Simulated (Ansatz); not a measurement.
Reaction (cleavage of the Si–Ge bond): `[NH2][GeH2][SiH](N)O` + CH₃OH → `CO[SiH](N)O` + `[NH2][GeH3]`

Program: Ansatz. Geometries: PBE0-D4/def2-TZVP. ΔE: electronic, gas phase. CBS: MP2 limit from def2 TZ/QZ plus the TZ coupled-cluster correction, frozen cores. This one scheme is used for every species. DFT in def2-TZVPP. B3LYP here is the variant with VWN-RPA as its local correlation; programs differ in this. For Ge outer-core shells are correlated without core-valence functions, which leaves a few kJ/mol of doubt a bond. Scalar relativity is left out up to krypton. One conformer a species, not always the lowest.

`[NH2][GeH2][SiH](N)O`:

Z-matrix (Å, degrees):
```
Ge
Si 1 2.375
N 1 1.848 2 106.6
H 1 1.556 2 109.9 3 -123.4
H 1 1.541 2 113.5 3 117.7
O 2 1.658 1 101.2 3 36.5
N 2 1.708 1 110.1 3 160.6
H 2 1.489 1 115.5 3 -81.7
H 3 1.011 1 114.6 2 -167.4
H 3 1.012 1 111.7 2 -43.5
H 6 0.959 2 117.9 1 -173.6
H 7 1.006 2 122.7 1 149.3
H 7 1.006 2 123.2 1 -46.7
```

CH₃OH:

```xyz
6

C     0.305    0.051    0.177
O    -0.613   -0.613   -0.662
H     1.197   -0.573    0.232
H    -0.080    0.185    1.195
H     0.599    1.031   -0.219
H    -1.409   -0.081   -0.723
```

`CO[SiH](N)O`:

Cartesian coordinates in Å:
```
C -0.200 2.001 0.241
O 0.230 0.866 -0.475
Si -0.201 -0.665 -0.105
N 0.662 -1.818 -1.009
O 0.114 -0.817 1.501
H 0.116 1.955 1.287
H 0.243 2.885 -0.222
H -1.291 2.106 0.209
H -1.641 -0.884 -0.400
H 1.670 -1.828 -1.002
H 0.302 -2.113 -1.902
H -0.003 -1.689 1.878
```

`[NH2][GeH3]`:

Z-matrix (Å, degrees):
```
Ge
N 1 1.843
H 1 1.536 2 106.9
H 1 1.548 2 114.5 3 -120.5
H 1 1.536 2 106.8 3 119.0
H 2 1.011 1 113.7 3 59.1
H 2 1.011 1 113.6 3 -176.9
```

Task: Is it downhill or uphill in electronic energy at CCSD(T)/CBS, and by how much? (An estimate is asked.)

Result: Ansatz gave: Downhill: ΔE = -26.4 kcal/mol.

Task: What do these levels give: r2SCAN-D4, B3LYP-D4, ωB97X-V, ωB97M-V, B2PLYP, PBE, PBE0, B3LYP, MP2/def2-TZVPP, CCSD(T)/def2-TZVPP, MP2/def2-QZVPP, SCS-MP2/def2-QZVPP? (Estimate.)

Result: The calculation gave: r2SCAN-D4 -26.6, B3LYP-D4 -26.0, ωB97X-V -26.6, ωB97M-V -27.2, B2PLYP -27.6, PBE -22.0, PBE0 -24.0, B3LYP -26.7, MP2/def2-TZVPP -27.7, CCSD(T)/def2-TZVPP -27.1, MP2/def2-QZVPP -27.6, SCS-MP2/def2-QZVPP -28.4 kcal/mol.

Largest T1 diagnostic among the species: 0.011.

In def2-TZVPP, CCSD(T) changes the Hartree–Fock value by +5.6 kcal/mol (the triples alone add +0.6 kcal/mol) and MP2 by +4.9 kcal/mol. From PBE to PBE0 (25 % exact exchange), in def2-TZVPP and without D4, ΔE moves by −1.9 kcal/mol. The D4 term adds +0.7 kcal/mol with B3LYP and +0.5 kcal/mol with PBE0; it sums over pairs of atoms, weighted by their polarisabilities, and B3LYP, whose exchange is more repulsive, gets the larger term.
